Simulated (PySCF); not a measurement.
1,2,4-triazole (C2H3N3), SMILES [nH]1cncn1. Heavy atoms are numbered as in [cH:1]1[n:2][cH:3][nH:4][n:5]1. Hydrogens are named by the atom that carries them.

Geometry: PBE0-D3(BJ)/def2-SVP.

Level of theory: PBE/def2-TZVP (PySCF).

Atomic charges (e), one atom of each kind:

| atom | Löwdin | IAO |
|---|---|---|
| C1 (CH) | [?] | 0.03 |
| N2 | 0.09 | -0.33 |
| C3 (CH) | [?] | 0.02 |
| N4 (NH) | [?] | -0.11 |
| N5 | 0.02 | -0.26 |
| H on C1 | 0.13 | 0.17 |
| H on C3 | 0.13 | 0.17 |
| H on N4 | [?] | 0.30 |

**Question.** Fill in the missing entries. (An estimate is asked for; the answer gives what the named calculation found.)

**Answer.** 
- C1 (CH), Löwdin: -0.36
- C3 (CH), Löwdin: -0.33
- N4 (NH), Löwdin: 0.12
- H on N4, Löwdin: 0.19

Computed Mayer and Wiberg (Löwdin basis) orders of the bonds:
```
bond   Mayer  Wiberg
-----  -----  ------
C1–N2   1.40    1.69
N2–C3   1.61    1.91
C3–N4   1.30    1.63
C1–N5   1.66    1.95
N4–N5   1.18    1.55
```
